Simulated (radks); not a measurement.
The numbers below are computed, except where a source is named.
Problem. Successive ionisation energies (eV) of one element, from differences of total energies of ions in their ground configurations, starting at charge 24: 1180.9, 1250.3, 1448.7, 1511.9, 1575.7, 1639.7. Level of theory: non-relativistic Kohn-Sham, SCAN, spin-unpolarised, spherical densities, point nucleus; meta-GGA in the generalised Kohn-Sham scheme; relativity is left out, which matters for an element this heavy (a radial shooting solver on a logarithmic mesh with Libxc functionals). Which element is it?

Solution. Ruthenium (Z = 44). The first species listed is Ru24+ in [Ar] 3d2, the last Ru29+ in [Ne] 3s2 3p3.
